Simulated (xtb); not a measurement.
C₂H₅FSi₂, SMILES C#C[Si@@H](F)[SiH3]. All values are semi-empirical tight-binding results from xtb (GFN2-xTB unless named), good for trends rather than for accurate numbers. Coordinates come from a GFN2-xTB optimisation. The structure was generated by enumeration; whether it is a known compound was not checked.

Optimised geometry:

```xyz
10

C      2.1325     1.8886     0.2396
C      1.3623     1.0292    -0.0983
Si     0.1357    -0.2741    -0.5718
F      0.8255    -1.6750    -0.1331
Si    -1.8733    -0.0610     0.5367
H      2.8176     2.6335     0.5283
H      0.1521    -0.3736    -2.0309
H     -2.8088    -1.1338     0.1824
H     -1.7256    -0.0756     1.9945
H     -2.5066     1.2084     0.1670
```
Charge 0, spin multiplicity 1.

| Quantity | Value |
|---|---|
| orbital gap | 4.17 eV |
| dipole moment | 1.82 D |
| zero-point energy | 33.4 kcal/mol |
| G − E(el) at 298.15 K (modified RRHO) | 12.6 kcal/mol |
| static polarisability (D4 model) | 79.4 bohr³ |
| solvation energy, GFN2-xTB/ALPB(water) | -1.0 kcal/mol |
| solvation energy, GFN2-xTB/ALPB(acetonitrile) | -3.2 kcal/mol |

Q: Give the atomic charges and the Wiberg bond orders between heavy atoms. (Estimate from the structure and the level; the computed values follow.)

A: charges (e) C1 -0.08, C2 -0.13, Si3 0.48, F4 -0.30, Si5 0.38, H6 0.08, H7 -0.09, H8 -0.11, H9 -0.10, H10 -0.13. Bond orders C1–C2 2.92, C2–Si3 0.93, Si3–F4 1.08, Si3–Si5 0.81.
